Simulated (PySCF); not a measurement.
hydrogen sulfate (HO4S), SMILES S(O)(=O)(=O)[O-], charge -1. Coordinates come from a PBE-D3(BJ)/def2-SVPD optimisation. One conformer was computed; it need not be the lowest.

Computed with PBE-D3(BJ)/def2-SVPD (PySCF).

Harmonic wavenumbers (cm⁻¹): 91, 339, 339, 482, 487, 496, 635, 947, 1037, 1172, 1187, 3706. Rotational constants (GHz): 4.960, 4.655, 4.650; symmetry number 1.

### Question
Work out the zero-point energy and the ideal-gas rigid-rotor harmonic-oscillator thermochemistry at 298.15 K and 1 atm.

### Answer
ZPE = ½ Σ hcν = ½ × 10919 cm⁻¹ = 65.31 kJ/mol. H − E(el) = 81.66 kJ/mol. Entropy in J/(mol K): translation 165.81, rotation 106.72, vibration 36.89, total 309.42. G − E(el) = -10.59 kJ/mol. Cp = 79.91 J/(mol K). Modes under 150 cm⁻¹ make the vibrational entropy uncertain.
